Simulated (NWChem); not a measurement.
System: C$_{3}$H$_{5}$BF$_{2}$; SMILES FB1CC[C@@H]1F

Input file for NWChem:

```
start job
memory heap 200 mb stack 900 mb global 1100 mb
geometry units angstroms
  F      1.487097     1.219624     0.537854
  B      0.643455     0.498644    -0.154024
  C     -0.214734     0.745167    -1.458223
  C     -1.157096    -0.379951    -0.959925
  C     -0.149631    -0.864892     0.111246
  F     -0.701887    -1.151101     1.346884
  H     -0.690621     1.714998    -1.589528
  H      0.254027     0.492280    -2.407033
  H     -1.442069    -1.125507    -1.698062
  H     -2.051248     0.016310    -0.485325
  H      0.357946    -1.783868    -0.203742
end
basis spherical
  * library 6-31g*
end
dft
  xc b3lyp
  iterations 150
end
driver
  maxiter 120
end
task dft optimize
task dft freq
```

B3LYP is NWChem's, with the RPA form of VWN correlation.

The level has its own optimisation; frequencies are unscaled. Brackets give each atom's bonded neighbours.

Question: What results follow from this input? (B3LYP/6-31G* (spherical d).) Quantities: r B–F (Å); r B–C [B(CCF)–C(BCHH)] (Å); r B–C [B(CCF)–C(BCFH)] (Å); r C–C [C(BCHH)–C(CCHH)] (Å); highest harmonic frequency (cm⁻¹); lowest (cm⁻¹); zero-point energy (kcal/mol); dipole (D).

Answer: 
| Property | Value |
|---|---|
| r B–F (Å) | 1.322 |
| r B–C [B(CCF)–C(BCHH)] (Å) | 1.581 |
| r B–C [B(CCF)–C(BCFH)] (Å) | 1.585 |
| r C–C [C(BCHH)–C(CCHH)] (Å) | 1.571 |
| highest harmonic frequency (cm⁻¹) | 3137 |
| lowest (cm⁻¹) | 102 |
| zero-point energy (kcal/mol) | 50.8 |
| dipole (D) | 2.16 |
